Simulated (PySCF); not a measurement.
Species: CH7Ge2NO.
Cartesian coordinates in Å at the PBE0-D3(BJ)/def2-SVP level; atoms count from 1:
```xyz
12
CH7Ge2NO angstrom
O      2.8060    1.3400   -0.8067
C      1.9102    1.0118   -0.0767
Ge     1.1068   -0.8209   -0.1342
N     -0.5635   -0.7253    0.6127
Ge    -1.9636    0.2692   -0.0359
H      1.4922    1.7317    0.6843
H      1.1100   -1.2856   -1.6058
H      1.9434   -1.7807    0.7334
H     -0.8012   -1.4650    1.2659
H     -2.9239   -0.5605   -0.9170
H     -2.7531    0.8773    1.1393
H     -1.3154    1.3802   -0.8837
```

Theory: PySCF, PBE0-D3(BJ)/def2-SVP geometry optimisation, gas phase.

Masses are those of the commonest isotopes; rigid-rotor values at the optimised geometry. The values belong to one conformer with, in the numbering `[O:1]=[CH:2][GeH2:3][NH:4][GeH3:5]`, O1–C2–Ge3–N4 -159°, C2–Ge3–N4–Ge5 63°.

Q: Give the principal moments of inertia and the rotational constants in MHz.

A: Ia = 133.54, Ib = 596.02, Ic = 698.70 u·Å²; 505379 MHz·u·Å²/I gives A = 3785, B = 847.9, C = 723.3 MHz.

Q: Classify the top.

A: A near-prolate asymmetric top: κ = (2 × 847.9 − 3785 − 723.3)/(3785 − 723.3) = -0.92.

Q: What does the inertial defect say?

A: Not planar: Δ = Ic − Ia − Ib = -30.86 u·Å². For a rigid frame Δ = −2 Σ m c², so Σ m c² = 15.43 u·Å² lies off the ab plane: 8.65 from hydrogen and 6.78 from heavier atoms. The atom farthest from that plane is 1.61 Å away.

Q: Give the other two planar moments, Paa and Pbb, and the rms extents of the mass along the axes.

A: Paa = Σ m a² = (Ib + Ic − Ia)/2 = 580.59 and Pbb = Σ m b² = (Ia + Ic − Ib)/2 = 118.11 u·Å². With the mass M = 196.90 u, the rms extents √(P/M) along a, b and c are 1.72, 0.77, 0.28 Å.

Q: Where do the levels up to J = 4 lie, in MHz?

A: Above 0(0,0):
J = 1: 1(0,1) 1571, 1(1,1) 4508, 1(1,0) 4632
J = 2: 2(0,2) 4710, 2(1,2) 7526, 2(1,1) 7900, 2(2,1) 16710, 2(2,0) 16713
J = 3: 3(0,3) 9408, 3(1,3) 12050, 3(1,2) 12798, 3(2,2) 21423, 3(2,1) 21443, 3(3,1) 36420, 3(3,0) 36420
J = 4: 4(0,4) 15654, 4(1,4) 18078, 4(1,3) 19324, 4(2,3) 27705, 4(2,2) 27763, 4(3,2) 42713, 4(3,1) 42713, 4(4,1) 63699, 4(4,0) 63699
The levels of one J sum to (2J + 1)J(J + 1)(A + B + C)/3.

Q: Which lines would a microwave search look for?

A: The dipole components are |μa| = 2.01 D, |μb| = 1.63 D, |μc| = 1.02 D. Intensities carry the squares of the components, which stand as 1.00 : 0.66 : 0.26 (a : b : c). Some lines, for components of 0.1 D or more:

```
type  branch         J(Ka,Kc)    MHz  lower level (cm⁻¹)
   a       R  3(2,1) ← 2(2,0)   4729               0.557
   a       R  4(2,3) ← 3(2,2)   6282               0.715
   c       Q  3(2,2) ← 3(1,2)   8626               0.427
   b       R  5(2,3) ← 4(1,4)  17609               0.603
   b       R  3(3,1) ← 2(2,0)  19707               0.557
   c       R  3(3,1) ← 2(2,1)  19711               0.557
   c       R  4(3,1) ← 3(2,1)  21271               0.715
   b       R  5(3,3) ← 4(2,2)  22818               0.926
   b       R  5(3,2) ← 4(2,3)  22879               0.924
   c       Q  5(5,1) ← 5(4,1)  26983               2.387
   b       R  4(4,0) ← 3(3,1)  27278               1.215
   c       R  5(4,2) ← 4(3,2)  28851               1.425
   b       R  5(5,0) ← 4(4,1)  34847               2.125
```

No frequency check. No vibrational averaging or centrifugal distortion is included, and the geometry carries the error of its method. A rigid rotor knows nothing of inversion at nitrogen or internal rotation, which can split or shift real lines. Quadrupole hyperfine structure (14N) is left out.
